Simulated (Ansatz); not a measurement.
Ansatz (a first-principles code) input (HF/6-31G*):

Ansatz 0.2 input:
```yaml
crystal:
  periodic: [false, false, false]
  atoms:
    - {symbol: C, position_ang: [-0.90584473, -0.84269517, 0.11010939]}
    - {symbol: C, position_ang: [-1.06044161, 0.61013131, -0.21451635]}
    - {symbol: C, position_ang: [0.16023223, 0.12722191, 0.49305997]}
    - {symbol: N, position_ang: [1.44550117, 0.09563102, -0.26040664]}
    - {symbol: H, position_ang: [-0.71540259, -1.51993670, -0.70477614]}
    - {symbol: H, position_ang: [-1.48333223, -1.26860542, 0.90914245]}
    - {symbol: H, position_ang: [-1.74682154, 1.20753918, 0.35586213]}
    - {symbol: H, position_ang: [-0.97336237, 0.90424407, -1.24644543]}
    - {symbol: H, position_ang: [0.33794630, 0.37585063, 1.52113719]}
    - {symbol: H, position_ang: [1.91167122, 0.99351315, -0.23183729]}
    - {symbol: H, position_ang: [2.08050362, -0.59309183, 0.12268049]}
    - {symbol: H, position_ang: [1.30661410, -0.13687854, -1.23483500]}
basis:
  gaussian:
    orbitals: 6-31G*
hamiltonian:
  xc: {name: HF}
total_charge: 1
phonons: {temperatures: {t_min: 298.15, t_max: 298.15, t_step: 100}}
```

Output:

```
Functional definition: HF
integrals: 0.03 GiB planned
930 factors; integrals over basis functions are off by at most 3.5e-4 eV
mean field: 0.15 GiB planned
mean field evaluation 1: about -4688.4285 eV, gradient 4.1e1 eV
mean field evaluation 2: about -4688.4262 eV, gradient 4.1e1 eV
mean field evaluation 4: about -4692.4555 eV, gradient 3.0e0 eV
mean field evaluation 8: about -4692.4860 eV, gradient 3.5e-2 eV
mean field -4692.48600868 eV, -172.4456801376 hartree, gradient 2.0e-5 eV, S^2 0.000000; 0 other end points of the search recorded, 0 dependent functions left out
the calculation of the forces begins
reference -4692.48600868 eV, -172.4456801376 hartree; 16, 16 occupied and 60, 60 virtual orbitals, 930 factors
these checks for a lower state are left out or cut short: stability, starts, cluster_reference, orbital_swaps, neighbouring_geometries, increment
integrals: 0.03 GiB planned
930 factors; integrals over basis functions are off by at most 3.5e-4 eV
mean field: 0.15 GiB planned
mean field evaluation 16: about -4692.4859 eV, gradient 8.2e-6 eV
mean field -4692.48588171 eV, -172.4456754716 hartree, gradient 8.2e-6 eV, S^2 0.000000; 0 other end points of the search recorded, 0 dependent functions left out
the calculation of the forces begins
reference -4692.48588171 eV, -172.4456754716 hartree; 16, 16 occupied and 60, 60 virtual orbitals, 930 factors
these checks for a lower state are left out or cut short: stability, starts, cluster_reference, orbital_swaps, neighbouring_geometries, increment
integrals: 0.03 GiB planned
930 factors; integrals over basis functions are off by at most 3.5e-4 eV
mean field: 0.15 GiB planned
mean field -4692.48587940 eV, -172.4456753868 hartree, gradient 8.2e-6 eV, S^2 0.000000; 0 other end points of the search recorded, 0 dependent functions left out
the calculation of the forces begins
reference -4692.48587940 eV, -172.4456753868 hartree; 16, 16 occupied and 60, 60 virtual orbitals, 930 factors
these checks for a lower state are left out or cut short: stability, starts, cluster_reference, orbital_swaps, neighbouring_geometries, increment
integrals: 0.03 GiB planned
930 factors; integrals over basis functions are off by at most 3.5e-4 eV
mean field: 0.15 GiB planned
mean field -4692.48579732 eV, -172.4456723705 hartree, gradient 8.2e-6 eV, S^2 0.000000; 0 other end points of the search recorded, 0 dependent functions left out
the calculation of the forces begins
reference -4692.48579732 eV, -172.4456723705 hartree; 16, 16 occupied and 60, 60 virtual orbitals, 930 factors
these checks for a lower state are left out or cut short: stability, starts, cluster_reference, orbital_swaps, neighbouring_geometries, increment
integrals: 0.03 GiB planned
930 factors; integrals over basis functions are off by at most 3.5e-4 eV
mean field: 0.15 GiB planned
mean field -4692.48579816 eV, -172.4456724014 hartree, gradient 8.3e-6 eV, S^2 0.000000; 0 other end points of the search recorded, 0 dependent functions left out
the calculation of the forces begins
reference -4692.48579816 eV, -172.4456724014 hartree; 16, 16 occupied and 60, 60 virtual orbitals, 930 factors
these checks for a lower state are left out or cut short: stability, starts, cluster_reference, orbital_swaps, neighbouring_geometries, increment
integrals: 0.03 GiB planned
930 factors; integrals over basis functions are off by at most 3.5e-4 eV
mean field: 0.15 GiB planned
mean field evaluation 32: about -4692.4890 eV, gradient 1.5e-1 eV
mean field -4692.48580600 eV, -172.4456726896 hartree, gradient 8.2e-6 eV, S^2 0.000000; 0 other end points of the search recorded, 0 dependent functions left out
the calculation of the forces begins
reference -4692.48580600 eV, -172.4456726896 hartree; 16, 16 occupied and 60, 60 virtual orbitals, 930 factors
these checks for a lower state are left out or cut short: stability, starts, cluster_reference, orbital_swaps, neighbouring_geometries, increment
integrals: 0.03 GiB planned
930 factors; integrals over basis functions are off by at most 3.5e-4 eV
mean field: 0.15 GiB planned
mean field -4692.48580572 eV, -172.4456726790 hartree, gradient 8.2e-6 eV, S^2 0.000000; 0 other end points of the search recorded, 0 dependent functions left out
the calculation of the forces begins
reference -4692.48580572 eV, -172.4456726790 hartree; 16, 16 occupied and 60, 60 virtual orbitals, 930 factors
these checks for a lower state are left out or cut short: stability, starts, cluster_reference, orbital_swaps, neighbouring_geometries, increment
integrals: 0.03 GiB planned
930 factors; integrals over basis functions are off by at most 3.5e-4 eV
mean field: 0.15 GiB planned
mean field -4692.48577847 eV, -172.4456716775 hartree, gradient 8.2e-6 eV, S^2 0.000000; 0 other end points of the search recorded, 0 dependent functions left out
[...]
integrals: 0.03 GiB planned
930 factors; integrals over basis functions are off by at most 3.5e-4 eV
mean field: 0.15 GiB planned
mean field -4692.48598881 eV, -172.4456794075 hartree, gradient 8.6e-6 eV, S^2 0.000000; 0 other end points of the search recorded, 0 dependent functions left out
the calculation of the forces begins
reference -4692.48598881 eV, -172.4456794075 hartree; 16, 16 occupied and 60, 60 virtual orbitals, 930 factors
these checks for a lower state are left out or cut short: stability, starts, cluster_reference, orbital_swaps, neighbouring_geometries, increment
integrals: 0.03 GiB planned
930 factors; integrals over basis functions are off by at most 3.5e-4 eV
mean field: 0.15 GiB planned
mean field -4692.48599045 eV, -172.4456794679 hartree, gradient 9.2e-6 eV, S^2 0.000000; 0 other end points of the search recorded, 0 dependent functions left out
the calculation of the forces begins
reference -4692.48599045 eV, -172.4456794679 hartree; 16, 16 occupied and 60, 60 virtual orbitals, 930 factors
these checks for a lower state are left out or cut short: stability, starts, cluster_reference, orbital_swaps, neighbouring_geometries, increment
integrals: 0.03 GiB planned
930 factors; integrals over basis functions are off by at most 3.5e-4 eV
mean field: 0.15 GiB planned
mean field -4692.48596190 eV, -172.4456784186 hartree, gradient 8.2e-6 eV, S^2 0.000000; 0 other end points of the search recorded, 0 dependent functions left out
the calculation of the forces begins
reference -4692.48596190 eV, -172.4456784186 hartree; 16, 16 occupied and 60, 60 virtual orbitals, 930 factors
these checks for a lower state are left out or cut short: stability, starts, cluster_reference, orbital_swaps, neighbouring_geometries, increment
integrals: 0.03 GiB planned
930 factors; integrals over basis functions are off by at most 3.5e-4 eV
mean field: 0.15 GiB planned
mean field -4692.48596216 eV, -172.4456784281 hartree, gradient 8.2e-6 eV, S^2 0.000000; 0 other end points of the search recorded, 0 dependent functions left out
the calculation of the forces begins
reference -4692.48596216 eV, -172.4456784281 hartree; 16, 16 occupied and 60, 60 virtual orbitals, 930 factors
these checks for a lower state are left out or cut short: stability, starts, cluster_reference, orbital_swaps, neighbouring_geometries, increment
integrals: 0.03 GiB planned
930 factors; integrals over basis functions are off by at most 3.5e-4 eV
mean field: 0.15 GiB planned
mean field -4692.48588746 eV, -172.4456756831 hartree, gradient 8.2e-6 eV, S^2 0.000000; 0 other end points of the search recorded, 0 dependent functions left out
the calculation of the forces begins
reference -4692.48588746 eV, -172.4456756831 hartree; 16, 16 occupied and 60, 60 virtual orbitals, 930 factors
these checks for a lower state are left out or cut short: stability, starts, cluster_reference, orbital_swaps, neighbouring_geometries, increment
integrals: 0.03 GiB planned
930 factors; integrals over basis functions are off by at most 3.5e-4 eV
mean field: 0.15 GiB planned
mean field -4692.48588720 eV, -172.4456756732 hartree, gradient 8.2e-6 eV, S^2 0.000000; 0 other end points of the search recorded, 0 dependent functions left out
the calculation of the forces begins
reference -4692.48588720 eV, -172.4456756732 hartree; 16, 16 occupied and 60, 60 virtual orbitals, 930 factors
these checks for a lower state are left out or cut short: stability, starts, cluster_reference, orbital_swaps, neighbouring_geometries, increment
integrals: 0.03 GiB planned
930 factors; integrals over basis functions are off by at most 3.5e-4 eV
mean field: 0.15 GiB planned
mean field evaluation 192: about -4692.4860 eV, gradient 1.5e-5 eV
mean field -4692.48598717 eV, -172.4456793473 hartree, gradient 1.9e-6 eV, S^2 0.000000; 0 other end points of the search recorded, 0 dependent functions left out
the calculation of the forces begins
reference -4692.48598717 eV, -172.4456793473 hartree; 16, 16 occupied and 60, 60 virtual orbitals, 930 factors
these checks for a lower state are left out or cut short: stability, starts, cluster_reference, orbital_swaps, neighbouring_geometries, increment
integrals: 0.03 GiB planned
930 factors; integrals over basis functions are off by at most 3.5e-4 eV
mean field: 0.15 GiB planned
mean field -4692.48598721 eV, -172.4456793489 hartree, gradient 1.8e-6 eV, S^2 0.000000; 0 other end points of the search recorded, 0 dependent functions left out
the calculation of the forces begins
reference -4692.48598721 eV, -172.4456793489 hartree; 16, 16 occupied and 60, 60 virtual orbitals, 930 factors
these checks for a lower state are left out or cut short: stability, starts, cluster_reference, orbital_swaps, neighbouring_geometries, increment
integrals: 0.03 GiB planned
930 factors; integrals over basis functions are off by at most 3.5e-4 eV
mean field: 0.15 GiB planned
mean field -4692.48586372 eV, -172.4456748107 hartree, gradient 8.2e-6 eV, S^2 0.000000; 0 other end points of the search recorded, 0 dependent functions left out
the calculation of the forces begins
reference -4692.48586372 eV, -172.4456748107 hartree; 16, 16 occupied and 60, 60 virtual orbitals, 930 factors
these checks for a lower state are left out or cut short: stability, starts, cluster_reference, orbital_swaps, neighbouring_geometries, increment
integrals: 0.03 GiB planned
930 factors; integrals over basis functions are off by at most 3.5e-4 eV
mean field: 0.15 GiB planned
mean field -4692.48586467 eV, -172.4456748456 hartree, gradient 8.2e-6 eV, S^2 0.000000; 0 other end points of the search recorded, 0 dependent functions left out
the calculation of the forces begins
reference -4692.48586467 eV, -172.4456748456 hartree; 16, 16 occupied and 60, 60 virtual orbitals, 930 factors
these checks for a lower state are left out or cut short: stability, starts, cluster_reference, orbital_swaps, neighbouring_geometries, increment
integrals: 0.03 GiB planned
930 factors; integrals over basis functions are off by at most 3.5e-4 eV
mean field: 0.15 GiB planned
mean field -4692.48598588 eV, -172.4456792999 hartree, gradient 2.2e-6 eV, S^2 0.000000; 0 other end points of the search recorded, 0 dependent functions left out
the calculation of the forces begins
reference -4692.48598588 eV, -172.4456792999 hartree; 16, 16 occupied and 60, 60 virtual orbitals, 930 factors
these checks for a lower state are left out or cut short: stability, starts, cluster_reference, orbital_swaps, neighbouring_geometries, increment
integrals: 0.03 GiB planned
930 factors; integrals over basis functions are off by at most 3.5e-4 eV
mean field: 0.15 GiB planned
mean field evaluation 224: about -4692.4860 eV, gradient 2.2e-6 eV
mean field -4692.48598632 eV, -172.4456793162 hartree, gradient 2.2e-6 eV, S^2 0.000000; 0 other end points of the search recorded, 0 dependent functions left out
the calculation of the forces begins
reference -4692.48598632 eV, -172.4456793162 hartree; 16, 16 occupied and 60, 60 virtual orbitals, 930 factors
Total energy: -4692.48600868 eV, -172.4456801376 hartree
Atom 0 at    -0.905845    -0.842695     0.110109 Å, force     0.000515    -0.000007     0.000051 eV/Å
Atom 1 at    -1.060442     0.610131    -0.214516 Å, force     0.000500     0.000131     0.000020 eV/Å
Atom 2 at     0.160232     0.127222     0.493060 Å, force    -0.000183     0.000052     0.000321 eV/Å
Atom 3 at     1.445501     0.095631    -0.260407 Å, force     0.000464     0.000002    -0.000212 eV/Å
Atom 4 at    -0.715403    -1.519937    -0.704776 Å, force    -0.000368     0.000093    -0.000188 eV/Å
Atom 5 at    -1.483332    -1.268605     0.909142 Å, force     0.000056     0.000020    -0.000010 eV/Å
Atom 6 at    -1.746822     1.207539     0.355862 Å, force     0.000060    -0.000010    -0.000003 eV/Å
Atom 7 at    -0.973362     0.904244    -1.246445 Å, force    -0.000333    -0.000235    -0.000114 eV/Å
Atom 8 at     0.337946     0.375851     1.521137 Å, force    -0.000449    -0.000027     0.000094 eV/Å
Atom 9 at     1.911671     0.993513    -0.231837 Å, force    -0.000047    -0.000146    -0.000005 eV/Å
Atom 10 at     2.080504    -0.593092     0.122680 Å, force    -0.000075     0.000117    -0.000064 eV/Å
Atom 11 at     1.306614    -0.136879    -1.234835 Å, force    -0.000139     0.000010     0.000110 eV/Å
Dipole moment:     0.984381     0.063323    -0.185397 e Å
Vibrations: 212.80 382.49 394.19 798.32 853.49 905.10 975.72 1004.20 1080.14 1216.13 1222.57 1251.92 1281.27 1299.68 1310.41 1348.68 1546.48 1612.88 1664.75 1694.34 1821.12 1827.92 3322.45 3329.01 3401.08 3413.71 3425.21 3616.35 3714.48 3720.00 cm⁻¹, zero-point energy 3.325682 eV
```

The blocks after the first are displaced geometries, from whose forces the wavenumbers follow.

The dipole moment of an ion depends on the origin.
